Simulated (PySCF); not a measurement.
A GIAO shielding run with PySCF 2.14 (density fitting, non-relativistic, gas phase) on SMILES CS[Si](C)(C)C, C4H12SSi:

```
{"job": {"kind": "nmr", "xc": "PBE0", "basis": "aug-cc-pVDZ", "pop": true}, "charge": 0, "multiplicity": 1}
C      2.640469     0.035222     0.052808
S      1.393332     0.414567     1.325500
Si    -0.434997     0.068658     0.231215
C     -0.485799    -1.700957    -0.399460
C     -1.795731     0.380370     1.482877
C     -0.564010     1.263589    -1.214115
H      2.587800    -1.015828    -0.264576
H      2.539188     0.691413    -0.823384
H      3.624525     0.212707     0.507066
H     -1.434851    -1.897847    -0.924640
H     -0.397137    -2.413848     0.434466
H      0.332816    -1.900137    -1.108542
H     -2.785855     0.241963     1.019933
H     -1.713888    -0.314126     2.333049
H     -1.741169     1.408022     1.873987
H      0.253247     1.114275    -1.936864
H     -0.520351     2.304845    -0.860002
H     -1.515109     1.119761    -1.752637
```

Hardware: 1 thread of an Arm Neoverse V2, shared host. The job also computes population analyses, field gradients.

**Question.** How large is the calculation?

**Answer.** 66 electrons, 254 basis functions and 856 auxiliary functions.

**Question.** How long does it take?

**Answer.** 48 s of wall time, with 13 SCF cycles and 5 response iterations. Times on a shared host scatter by some tens of per cent.

**Question.** And these other runs on the same molecule and hardware: GIAO shielding at B97-2/pcSseg-1; GIAO shielding at BHandHLYP/pcSseg-1; GIAO shielding at CAM-B3LYP/pcSseg-1; GIAO shielding at LC-wPBE/pcSseg-1; GIAO shielding at wB97X-D/pcSseg-1; GIAO shielding at PBE0/cc-pVDZ?

**Answer.** B97-2/pcSseg-1: 176 functions, 17 s; BHandHLYP/pcSseg-1: 176 functions, 17 s; CAM-B3LYP/pcSseg-1: 176 functions, 25 s; LC-wPBE/pcSseg-1: 176 functions, 32 s; wB97X-D/pcSseg-1: 176 functions, 23 s; PBE0/cc-pVDZ: 152 functions, 20 s.
